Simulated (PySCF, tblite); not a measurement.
Isomers of C2H13FSSi4, one GFN2-xTB conformer each. Single-point energies are computed at PBE0/pcSseg-1 (PySCF, gas phase, no added dispersion term), electronic only.

```
                            SMILES  GFN2-xTB relative energy (kcal/mol)
    FC[Si]([SiH3])([SiH3])CS[SiH3]                                 69.4
C[Si@@H](C[SiH3])S[Si@@H](F)[SiH3]                                  0.0
```

Conformers: `[F:1][CH2:2][Si:3]([SiH3:4])([SiH3:5])[CH2:6][S:7][SiH3:8]` with F1–C2–Si3–Si4 -176°, C2–Si3–C6–S7 -179°, Si3–C6–S7–Si8 180°; `[CH3:1][Si@@H:2]([CH2:3][SiH3:4])[S:5][Si@@H:6]([F:7])[SiH3:8]` with C1–Si2–C3–Si4 53°, C1–Si2–S5–Si6 50°, Si2–S5–Si6–F7 33°.

Task: What does PBE0/pcSseg-1 give for the same structures?

Result: 
```tsv
SMILES	PBE0/pcSseg-1 E (Eh)	PBE0/pcSseg-1 (kcal/mol)	GFN2-xTB (kcal/mol)	point group
C[Si@@H](C[SiH3])S[Si@@H](F)[SiH3]	-1739.25964	0.0	0.0	C1
FC[Si]([SiH3])([SiH3])CS[SiH3]	-1739.13130	80.5	69.4	C1
```

Both levels put the same isomer lowest. As drawn, the lower has an Si–F bond, which the higher lacks.

Task: Which frontier levels, dipoles and rotational constants go with these structures?

Result: 
```tsv
SMILES	HOMO (eV, PBE0/pcSseg-1)	LUMO (eV)	dipole (D)	A, B, C (MHz)
C[Si@@H](C[SiH3])S[Si@@H](F)[SiH3]	-7.31	-0.98	0.67	1701, 377.0, 337.5
FC[Si]([SiH3])([SiH3])CS[SiH3]	-6.98	-0.75	1.44	914.5, 458.9, 418.0
```

Task: What happens when harmonic zero-point energies from GFN2-xTB frequencies are added?

Result: 
```json
{"SMILES": "C[Si@@H](C[SiH3])S[Si@@H](F)[SiH3]", "ZPE (kcal/mol)": "83.9", "electronic (kcal/mol)": "0.0", "with ZPE (kcal/mol)": "0.0"}
{"SMILES": "FC[Si]([SiH3])([SiH3])CS[SiH3]", "ZPE (kcal/mol)": "81.4", "electronic (kcal/mol)": "80.5", "with ZPE (kcal/mol)": "78.1"}
```

The zero-point energies span 2.5 kcal/mol. The order is unchanged.
